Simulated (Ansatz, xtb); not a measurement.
# Relaxing a trial structure of C5H8BN

The starting geometry of this gas-phase singlet was built from a drawn formula by distance geometry and a force field; its bonds are those of `BC1(N)C=CC=C1`.

```xyz
15

C     1.0674    0.9191    0.3538
C     0.6480   -0.5012    0.0400
C     1.4969   -1.0216   -0.8266
C     2.5138   -0.0724   -1.1298
C     2.2819    1.0217   -0.5150
B    -0.0726    1.9419   -0.1051
N     1.4255    1.0720    1.7763
H    -0.2611    2.1031   -1.2537
H    -1.0155    2.0651    0.5933
H     0.6009    0.8592    2.3371
H     1.7559    2.0343    1.9256
H    -0.2100   -1.0223    0.4945
H     1.4572   -2.0497   -1.2027
H     3.3620   -0.2870   -1.7967
H     2.9037    1.9499   -0.6002
```

Question: Predict what it relaxes into with r2SCAN-D4/def2-SVP.

Answer: A new bond forms, giving a structure given below by its coordinates. Distances that change by over a tenth: C1–B6 (1.60 → 2.06 Å), C2–C3 (1.32 → 1.48 Å), C4–C5 (1.28 → 1.43 Å). Contacts that close: C2–B6 (2.55 → 1.60 Å).

The energy falls by 1.50 eV over 21 steps:

```
step  E − E(last) (eV)
   1             1.498
   3             0.723
   5             0.497
   8             0.221
  10             0.079
  12             0.015
  14             0.002
  17             0.000
  19             0.000
  21             0.000
```

Final geometry (Å):

```xyz
15

C     1.5167    0.8039    0.6952
C     0.6002   -0.2301    0.1440
C     1.2893   -0.7547   -1.0535
C     2.4219   -0.0053   -1.2648
C     2.5657    0.9548   -0.2130
B    -0.2413    1.0348   -0.3528
N     1.3780    1.3870    1.9499
H     0.0135    1.5602   -1.4035
H    -1.1660    1.4185    0.3330
H     0.4517    1.3035    2.3553
H     1.7230    2.3403    2.0192
H     0.0676   -0.8872    0.8425
H     0.8617   -1.5030   -1.7223
H     3.0817   -0.0744   -2.1321
H     3.3900    1.6638   -0.1059
```

From the same start GFN2-xTB reaches the same bonding as this run.

No frequencies were run, so the end isn't proven a minimum. Run with Ansatz 0.2.0, 4.1 min on 2 threads of Intel(R) Xeon(R) Processor @ 2.50GHz (Skylake/Cascade Lake), on a shared host.
